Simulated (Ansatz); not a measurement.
The cluster Ga2Cl3: single points at one geometry.

```yaml
crystal:
  periodic: [false, false, false]
  atoms:
    - {symbol: Ga, position_ang: [0.489159, 1.689480, 0.005660]}
    - {symbol: Ga, position_ang: [-0.062035, -0.757158, 0.305863]}
    - {symbol: Cl, position_ang: [-0.171400, 2.715937, -1.790015]}
    - {symbol: Cl, position_ang: [-1.686991, -1.384410, 1.583586]}
    - {symbol: Cl, position_ang: [1.431268, -2.263840, -0.105095]}
basis:
  gaussian: {orbitals: def2-SVP, initial_orbitals: start.molden}
magnetization: {spin_polarized: true, initial_magnetization: 1}
hamiltonian: {xc: pbe0, dispersion: d4}
scf: {omitted_lower_state_checks: [starts]}
output: {orbitals: {seedname: orbitals}}
```

The file start.molden holds the orbitals of an earlier run on this structure, at another level or in another basis.

```sh
$ ansatz run in.yaml --threads 4 --pin off --events-out ev --progress --plain --max-ram 8704MiB
```

It prints (some lines left out):

```
Functional definition: PBE0
1112 factors; integrals over basis functions are off by at most 3.9e-4 eV
mean field evaluation 1: about -142277.1385 eV, gradient 4.5e0 eV
mean field evaluation 2: about -142277.2341 eV, gradient 8.3e-2 eV
mean field evaluation 4: about -142277.2667 eV, gradient 1.9e-4 eV
mean field -142277.26669704 eV, -5228.5931121210 hartree, gradient 2.2e-5 eV, S^2 0.757623; 0 other end points of the search recorded, 0 dependent functions left out
reference -142277.26672593 eV, -5228.5931131828 hartree; 57, 56 occupied and 61, 62 virtual orbitals, 1112 factors
Total energy: -142277.44806986 eV, -5228.5997774493 hartree
Checks for a lower state left out: starts
```

It took 3.7 s on 4 threads of Arm Neoverse V1 on a shared host.

The first input with `gaussian: {orbitals: def2-TZVP, initial_orbitals: start.molden}`, `hamiltonian: {xc: pbe, dispersion: d4}` (abridged; 3.6 s):

```
Functional definition: PBE
mean field -142298.58616778 eV, -5229.3765882201 hartree, gradient 3.8e-5 eV, S^2 0.753563
Total energy: -142298.79265431 eV, -5229.3841764601 hartree
Checks for a lower state left out: starts
```

Geometry: r2SCAN-D4/def2-SVP.

The structure comes from a short search, and lower isomers may exist.
